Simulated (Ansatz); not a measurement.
Two members of one family (GaSb nanocrystals, H-capped), computed with Ansatz in the gas phase; def2 core potentials for Sb, no spin–orbit coupling. Binding counts from free atoms in the multiplicity of their measured ground term, without zero-point energy. The structures are stationary points that may keep the symmetry of their start.

First: Ga8Sb8H22, cut from wurtzite (singlet, charge 0, r2SCAN-D4/def2-SVP geometry).

```xyz
38

Ga   -1.684   -2.762    3.942
Sb   -2.804   -3.438    1.557
Sb   -0.414   -0.596    3.005
Ga    1.532   -1.178    1.300
Ga   -2.399   -2.106   -0.721
Sb    0.245   -1.929   -0.930
Sb    2.870    0.994    0.577
Ga    4.982    0.467   -0.987
Ga    0.841   -0.539   -3.117
Sb    3.507   -0.389   -3.106
Ga   -2.116    1.239    2.146
Sb   -3.055    0.407   -0.197
Sb   -0.509    3.263    1.447
Ga    1.369    2.925   -0.433
Ga   -2.678    2.158   -2.210
Sb   -0.010    1.880   -2.451
H    -0.651   -3.889    4.257
H    -2.870   -2.327    4.861
H    -2.516   -5.078    1.209
H    -4.493   -3.572    1.713
H     0.377    0.148    4.320
H     2.467   -2.325    1.813
H    -3.104   -2.751   -1.958
H     0.780   -3.515   -1.245
H     3.458    1.642    2.039
H     5.733   -0.796   -0.458
H     5.649    1.803   -1.446
H     0.253   -1.130   -4.439
H     4.071   -1.898   -3.652
H     3.921    0.484   -4.507
H    -3.198    1.693    3.178
H    -4.734    0.340    0.078
H     0.285    3.785    2.860
H    -1.400    4.685    1.173
H     2.113    4.263   -0.751
H    -3.364    1.604   -3.498
H    -2.917    3.585   -1.601
H     0.461    2.853   -3.767
```

| level | HOMO (eV) | LUMO (eV) | gap (eV) | binding per atom (eV) |
| --- | --- | --- | --- | --- |
| PBE-D4/def2-SVP | -5.76 | -2.38 | 3.38 | 2.38 |
| PBE0-D4/def2-SVP | -6.66 | -1.75 | 4.91 | 2.37 |

Second: Ga9Sb9H24, cut from wurtzite (singlet, charge 0, r2SCAN-D4/def2-SVP geometry).

```xyz
42

Ga    2.372    0.495    4.791
Sb    0.217    2.139    4.497
Sb    2.195   -0.612    2.359
Ga    0.020   -2.090    2.031
Ga   -1.273    2.244    2.290
Sb   -1.962   -0.282    1.840
Sb    0.040   -3.261   -0.345
Ga   -2.029   -4.917   -0.729
Ga   -3.407   -0.379   -0.387
Sb   -3.937   -2.970   -0.718
Ga    2.673    1.093    0.389
Sb    0.476    2.643    0.331
Sb    2.633   -0.152   -1.950
Ga    0.469   -1.618   -2.379
Ga   -0.840    2.700   -1.977
Sb   -1.551    0.151   -2.213
Ga    3.266    1.435   -4.012
Sb    1.064    3.029   -3.813
H     1.954   -0.532    5.892
H     3.606    1.451    4.867
H    -0.886    1.940    5.779
H     0.625    3.753    4.848
H     3.471   -1.736    2.241
H    -0.271   -3.067    3.220
H    -2.460    3.260    2.341
H    -3.062   -0.660    3.085
H     1.442   -4.232   -0.306
H    -2.301   -5.761    0.557
H    -2.024   -5.472   -2.191
H    -4.655    0.561   -0.413
H    -5.171   -3.327    0.399
H    -4.912   -3.059   -2.111
H     3.941    1.985    0.613
H     1.023    4.240    0.557
H     3.884   -1.303   -1.818
H     0.441   -2.318   -3.780
H    -2.014    3.729   -2.049
H    -2.372    0.066   -3.703
H     4.473    2.359   -3.644
H     3.093    0.669   -5.364
H     1.502    4.671   -3.723
H     0.245    3.132   -5.302
```

What does the change do? Estimate second minus first.


| level | Δ HOMO (eV) | Δ LUMO (eV) | Δ gap (eV) | Δ binding per atom (eV) |
| --- | --- | --- | --- | --- |
| PBE-D4/def2-SVP | 0.03 | -0.06 | -0.09 | 0.01 |
| PBE0-D4/def2-SVP | 0.02 | -0.06 | -0.08 | 0.01 |
